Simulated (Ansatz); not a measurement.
(CdTe)2 ring (Cd₂Te₂), relaxed as a singlet with RKS r2SCAN-D4/def2-SVP in Ansatz, starting from the GFN2-xTB geometry. Force threshold 0.02 eV/Å.

In the def2 sets Cd, Te take a core potential; there is no spin–orbit coupling.

Start:

```xyz
4

Cd   -1.512   -0.124   -0.169
Te    0.094   -2.153    0.739
Cd    1.512    0.124    0.170
Te   -0.094    2.153   -0.740
```

Q: Estimate the energy that the relaxation releases and the steps that it takes.

A: 6.9 kJ/mol, in 4 steps; 10 s on 4 threads of Arm Neoverse V2 on a shared host. No frequencies were taken in this run, so the end may be a saddle point.

Q: Does the start keep its bonding and symmetry?

A: By distances, no bond broke or formed. The bond that changes most is Te2–Cd3, from 2.74 to 2.74 Å (atoms count from 1). Point group D2h at the start, D2h at the end, both within 0.05 Å.

Q: Predict the relaxed structure.

A: 
Cartesian coordinates in Å:
```
Cd -1.411 -0.116 -0.158
Te 0.096 -2.212 0.760
Cd 1.411 0.116 0.158
Te -0.096 2.211 -0.760
```
Bond lengths (bridged metal pairs left out): 4 × Cd–Te 2.74 Å.
